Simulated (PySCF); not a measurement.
A structure optimised at r2SCAN-D4/def2-TZVP, used in a PySCF frequency run:

```
Be
O 1 1.4077
H 2 0.9527 1 134.38
I 1 2.1841 3 164.50 2 180.00
```

Write its SMILES, formula and point group.

[OH][Be][I], BeHIO, Cs

What are its rotational constants (standard atomic weights)?

1244.2, 2.2524, 2.2483 GHz
